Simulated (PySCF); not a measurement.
Ionisation energy of S⁺ by level of theory

S⁺ [Ne] 3s2 3p3 [3p1/2^2 3p3/2^1, M_J = 3/2] → S²⁺ [Ne] 3s2 3p2 [3p1/2^2, M_J = 0], as a difference of total energies. All numbers are calculated (PySCF 2.14, the two-component X2C-1e Hamiltonian, in x2c-SVPall-2c). Correlated levels: [Ne] frozen. "Screened" scales the spin-orbit matrix elements by Boettger's factors to mimic the two-electron term; Breit and QED terms are absent.

```json
{"method": "GHF (spin-free)", "ionisation energy (eV)": "22.893", "error (eV)": "-0.445"}
{"method": "GMP2 (spin-free)", "ionisation energy (eV)": "23.212", "error (eV)": "-0.126"}
{"method": "GHF (screened spin-orbit)", "ionisation energy (eV)": "22.853", "error (eV)": "-0.485"}
{"method": "GMP2 (screened spin-orbit)", "ionisation energy (eV)": "23.173", "error (eV)": "-0.165"}
```

Reference: 23.338 eV (measured; NIST Atomic Spectra Database, ionization energies).

Errors of the correlated levels include the incompleteness of this basis and the frozen core.

The labels give the starting determinants; with spin-orbit coupling the two ends relaxed to ⟨J²⟩ = 3.75, ⟨L²⟩ = 0.00, ⟨S²⟩ = 3.75 and ⟨J²⟩ = 1.90, ⟨L²⟩ = 2.01, ⟨S²⟩ = 2.00.

The determinant of S²⁺ mixes levels of different J (the jj label is only the starting occupation), so the difference between spin-free and spin-orbit rows is not the physical spin-orbit shift.
